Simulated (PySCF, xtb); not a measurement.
H3S, SMILES [SH3+], charge +1.

GFN2-xTB in xtb at its own geometry gives an orbital gap of 7.77 eV.

Coordinates come from a B3LYP-D3(BJ)/def2-TZVPD optimisation. The isomer is the one that the SMILES or the coordinates give; other isomers of the formula were not compared.

What does ωB97X/def2-TZVPD run with PySCF give? (The exact figures need the calculation; the answer reports its results.)

gap 15.92 eV (levels -20.68 and -4.76 eV).
